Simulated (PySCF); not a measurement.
Be(H)(OMe) (CH₄BeO), SMILES [BeH][O]C. Atoms are numbered in the order given.

```xyz
7

Be     0.0000     0.0000     1.6270
H      0.0000     0.0000     2.9602
O      0.0000     0.0000     0.2447
C      0.0000     0.0000    -1.1411
H     -0.8878    -0.5126    -1.5264
H      0.0000     1.0252    -1.5264
H      0.8878    -0.5126    -1.5264
```
Charge 0, spin multiplicity 1.

Geometry optimised at r2SCAN-D4/def2-TZVP.

Level of theory: PySCF with ωB97X/def2-TZVPD.

ESP charges are fitted to the potential on shells at 1.4 to 2.0 van der Waals radii. Atomic charges (e):

```
atom  ESP fit  meta-Löwdin
----  -------  -----------
Be1       ___         1.22
H2      -0.27        -0.45
O3      -0.18        -1.00
C4        ___        -0.09
H5        ___         0.11
H6        ___         0.11
H7        ___         0.11
```

Problem. Some entries are withheld; supply them. (Estimate from the structure and the level; the computed values follow.)

Solution. 
- Be1, ESP fit: 0.44
- C4, ESP fit: -0.51
- H5, ESP fit: 0.17
- H6, ESP fit: 0.17
- H7, ESP fit: 0.17
